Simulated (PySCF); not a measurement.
Isomers of C6H15NOSi, mass 145.092 u with the commonest isotopes. Method used: PBE0/pcSseg-1 in PySCF (dipole) on a GFN2-xTB geometry, gas phase. One conformer each, none proved a minimum here; rigid rotors.

Question: Order these by rotational constant B, largest first.
A. `[CH3:1][CH2:2][C@@H:3]1[CH2:4][C@@H:5]([O:6][CH3:7])[Si@@H:8]1[NH2:9]` with C1–C2–C3–C4 179°, C4–C5–O6–C7 175°, C5–Si8–N9–H -166° and 57°, C2–C3–C4–C5 -108°, C3–C4–C5–O6 -133°, C4–C5–Si8–N9 122°, C2–C3–Si8–C5 107°
B. `[NH2:1][SiH2:2][CH2:3][O:4][CH:5]1[CH2:6][CH2:7][CH2:8][CH2:9]1` with H–N1–Si2–C3 -39° and -177°, N1–Si2–C3–O4 60°, Si2–C3–O4–C5 -179°, C3–O4–C5–C6 81°, O4–C5–C6–C7 103°, C5–C6–C7–C8 35°, C6–C7–C8–C9 -42°, C7–C8–C9–C5 33°
C. `[H]/[N:9]=[CH:8]/[C:5]([SiH2:4][CH2:3][O:2][CH3:1])([CH3:6])[CH3:7]` with C1–O2–C3–Si4 -167°, O2–C3–Si4–C5 80°, C3–Si4–C5–C6 73°, Si4–C5–C8–N9 102°
D. `[CH3:1][CH:2]([CH3:3])[Si@H:4]([CH3:5])[CH2:6][C:7]([NH2:8])=[O:9]` with C1–C2–Si4–C5 -55°, C2–Si4–C6–C7 -46°, Si4–C6–C7–N8 -84°, C6–C7–N8–H 1° and 177°
E. `[CH3:1]/[CH:2]=[CH:3]/[Si@H:4]([CH2:5][O:6][CH3:7])[NH:8][CH3:9]` with C2–C3–Si4–C5 -104°, C3–Si4–C5–O6 -174°, Si4–C5–O6–C7 -178°, C3–Si4–N8–C9 -60°

Answer: C (952.1 MHz), D (907.0 MHz), A (858.6 MHz), E (670.1 MHz), B (613.0 MHz).

Question: Order these by out-of-plane moment Σ m c² = (Ia + Ib − Ic)/2, largest first.
A. `[H]/[N:9]=[CH:8]/[C:5]([SiH2:4][CH2:3][O:2][CH3:1])([CH3:6])[CH3:7]` with C1–O2–C3–Si4 -167°, O2–C3–Si4–C5 80°, C3–Si4–C5–C6 73°, Si4–C5–C8–N9 102°
B. `[CH3:1]/[CH:2]=[CH:3]/[Si@H:4]([CH2:5][O:6][CH3:7])[NH:8][CH3:9]` with C2–C3–Si4–C5 -104°, C3–Si4–C5–O6 -174°, Si4–C5–O6–C7 -178°, C3–Si4–N8–C9 -60°
C. `[NH2:1][SiH2:2][CH2:3][O:4][CH:5]1[CH2:6][CH2:7][CH2:8][CH2:9]1` with H–N1–Si2–C3 -39° and -177°, N1–Si2–C3–O4 60°, Si2–C3–O4–C5 -179°, C3–O4–C5–C6 81°, O4–C5–C6–C7 103°, C5–C6–C7–C8 35°, C6–C7–C8–C9 -42°, C7–C8–C9–C5 33°
D. `[CH3:1][CH:2]([CH3:3])[Si@H:4]([CH3:5])[CH2:6][C:7]([NH2:8])=[O:9]` with C1–C2–Si4–C5 -55°, C2–Si4–C6–C7 -46°, Si4–C6–C7–N8 -84°, C6–C7–N8–H 1° and 177°
E. `[CH3:1][CH2:2][C@@H:3]1[CH2:4][C@@H:5]([O:6][CH3:7])[Si@@H:8]1[NH2:9]` with C1–C2–C3–C4 179°, C4–C5–O6–C7 175°, C5–Si8–N9–H -166° and 57°, C2–C3–C4–C5 -108°, C3–C4–C5–O6 -133°, C4–C5–Si8–N9 122°, C2–C3–Si8–C5 107°

Answer: D (83.77 u·Å²), A (70.72 u·Å²), C (66.41 u·Å²), E (34.78 u·Å²), B (24.30 u·Å²).

Question: Order these by dipole moment, smallest first.
A. `[CH3:1][CH:2]([CH3:3])[Si@H:4]([CH3:5])[CH2:6][C:7]([NH2:8])=[O:9]` with C1–C2–Si4–C5 -55°, C2–Si4–C6–C7 -46°, Si4–C6–C7–N8 -84°, C6–C7–N8–H 1° and 177°
B. `[H]/[N:9]=[CH:8]/[C:5]([SiH2:4][CH2:3][O:2][CH3:1])([CH3:6])[CH3:7]` with C1–O2–C3–Si4 -167°, O2–C3–Si4–C5 80°, C3–Si4–C5–C6 73°, Si4–C5–C8–N9 102°
C. `[NH2:1][SiH2:2][CH2:3][O:4][CH:5]1[CH2:6][CH2:7][CH2:8][CH2:9]1` with H–N1–Si2–C3 -39° and -177°, N1–Si2–C3–O4 60°, Si2–C3–O4–C5 -179°, C3–O4–C5–C6 81°, O4–C5–C6–C7 103°, C5–C6–C7–C8 35°, C6–C7–C8–C9 -42°, C7–C8–C9–C5 33°
D. `[CH3:1][CH2:2][C@@H:3]1[CH2:4][C@@H:5]([O:6][CH3:7])[Si@@H:8]1[NH2:9]` with C1–C2–C3–C4 179°, C4–C5–O6–C7 175°, C5–Si8–N9–H -166° and 57°, C2–C3–C4–C5 -108°, C3–C4–C5–O6 -133°, C4–C5–Si8–N9 122°, C2–C3–Si8–C5 107°

Answer: B (0.68 D), C (0.82 D), D (2.36 D), A (3.30 D).

```json
{"SMILES": "[H]/N=C/C(C)(C)[SiH2]COC", "point group": "C1", "Ia (u·Å²)": "253.61", "Ib (u·Å²)": "530.78", "Ic (u·Å²)": "642.94", "κ": "-0.72", "μa (D)": "0.54", "μb (D)": "0.16", "μc (D)": "0.38"}
{"SMILES": "N[SiH2]COC1CCCC1", "point group": "C1", "Ia (u·Å²)": "164.70", "Ib (u·Å²)": "824.37", "Ic (u·Å²)": "856.26", "κ": "-0.98", "μa (D)": "0.80", "μb (D)": "0.18", "μc (D)": "0.03"}
{"SMILES": "C/C=C/[Si@H](COC)NC", "point group": "C1", "Ia (u·Å²)": "289.80", "Ib (u·Å²)": "754.18", "Ic (u·Å²)": "995.39", "κ": "-0.74", "μa (D)": "0.38", "μb (D)": "0.62", "μc (D)": "0.57"}
{"SMILES": "CC(C)[Si@H](C)CC(N)=O", "point group": "C1", "Ia (u·Å²)": "282.97", "Ib (u·Å²)": "557.17", "Ic (u·Å²)": "672.61", "κ": "-0.70", "μa (D)": "0.33", "μb (D)": "2.70", "μc (D)": "1.87"}
{"SMILES": "CC[C@@H]1C[C@@H](OC)[Si@@H]1N", "point group": "C1", "Ia (u·Å²)": "205.84", "Ib (u·Å²)": "588.59", "Ic (u·Å²)": "724.87", "κ": "-0.82", "μa (D)": "0.38", "μb (D)": "2.28", "μc (D)": "0.45"}
```
